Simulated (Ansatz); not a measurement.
Molecule: tribromo(ethoxy)germane, C₂H₅Br₃GeO (charge 0, singlet). SMILES: CC[O][Ge]([Br])([Br])[Br]
Coordinates optimised at B3LYP-D3(BJ)/def2-TZVP (Ansatz, a first-principles code):
```xyz
12

C     -3.8664    -1.2811    -0.3603
C     -2.3674    -1.3359    -0.5529
O     -1.7973    -0.1781     0.0840
Ge    -0.0615     0.0877     0.0594
Br     0.6892     0.2539    -2.1199
Br     0.2964     2.0408     1.1981
Br     1.0299    -1.6746     1.0809
H     -4.3336    -2.1477    -0.8327
H     -4.1169    -1.2865     0.7008
H     -4.2777    -0.3766    -0.8093
H     -1.9505    -2.2428    -0.1049
H     -2.1114    -1.3320    -1.6166
```
Charge 0, spin multiplicity 1.

Property: atomisation energy, in kcal/mol. Conventions: LANL2DZ with its own core potentials from Na on; dispersion terms only where a functional's name holds one; non-relativistic; valence correlation only (noble-gas shells and the d and f shells of earlier blocks); six Cartesian d functions in 6-31G* and its kin unless marked 5d; no spin-orbit coupling; atomisation electronic, to ground-state atoms; UHF or UKS for open shells. First-principles rows: single points at B3LYP-D3(BJ) geometries (Ansatz).

```tsv
level	program	atomisation energy (kcal/mol)
HF/STO-3G	Ansatz	904.9
SVWN5/6-31G*	Ansatz	1154.8
SVWN5/6-31G* with LANL2DZ past Ar	Ansatz	1104.4
PBE/3-21G	Ansatz	1011.3
PBE/LANL2DZ	Ansatz	948.9
PBE/6-31G*	Ansatz	1010.4
B3LYP/def2-SVP	Ansatz	979.1
B3LYP/6-31G* with LANL2DZ past Ar	Ansatz	929.4
MP2/STO-3G	Ansatz	1003.9
MP2/6-31G*	Ansatz	927.2
PBE0/def2-TZVPD	Ansatz	994.1
```

No value to compare with is used here. The 10 habitual levels span 904.9 (HF/STO-3G) to 1154.8 kcal/mol (SVWN5/6-31G*); PBE0/def2-TZVPD gives 994.1.

The levels are drawn from those run, B3LYP/6-31G* more often than the rest, none by its result; left out are runs that failed, that the program found above a lower state of the same kind, or whose <S^2> lies over 0.5 above the pure value.
